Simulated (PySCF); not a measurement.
**Radial density of P⁻ (phosphorus, charge -1)**

UHF, [Ne] 3s2 3p4, high-spin 3P determinant. Computed with PySCF 2.14 in aug-cc-pV(D+d)Z (5s4p3d, 32 functions), with the non-relativistic Hamiltonian (point nucleus).

```
r (bohr)  4πr²ρ (e/bohr)  4πr²(ρα − ρβ)
 0.00147         0.05676         0.0000
 0.00247          0.1563         0.0000
 0.00416          0.4193         0.0000
 0.00700           1.091         0.0000
  0.0118           2.674         0.0000
  0.0198           5.957         0.0002
  0.0333           11.27         0.0010
  0.0560           16.37         0.0053
  0.0942           15.83         0.0234
   0.159           11.08         0.0778
   0.267           13.67         0.1451
   0.448           15.02         0.0790
   0.754           5.401         0.0284
    1.27           2.277         0.5671
    2.13           2.467         0.8905
    3.59          0.7967         0.3014
    6.04         0.09516         0.0075
    10.2        0.003604        -0.0006
```
